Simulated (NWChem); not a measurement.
Two isomers of C2H4ClFSi, each optimised at PBE-D3(BJ)/def2-SVP with NWChem. Flexible species stand in one conformer each, which need not be the lowest. 

A: C(/[SiH2]Cl)=C/F
B: C(=C\Cl)(/[SiH3])F

Question: Which is lower in energy, by how much, and how do their other properties compare?

Answer: A is lower by 37.6 kcal/mol in electronic energy; with zero-point energies, B − A = 35.6 kcal/mol.
|  | A | B |
|---|---|---|
| highest occupied level (eV) | -6.67 | -6.07 |
| orbital gap (eV) | 5.06 | 4.60 |
| dipole (D) | 1.86 | 1.66 |
| highest harmonic frequency (cm⁻¹) | 3137 | 3156 |
| zero-point energy (kcal/mol) | 32.8 | 30.8 |
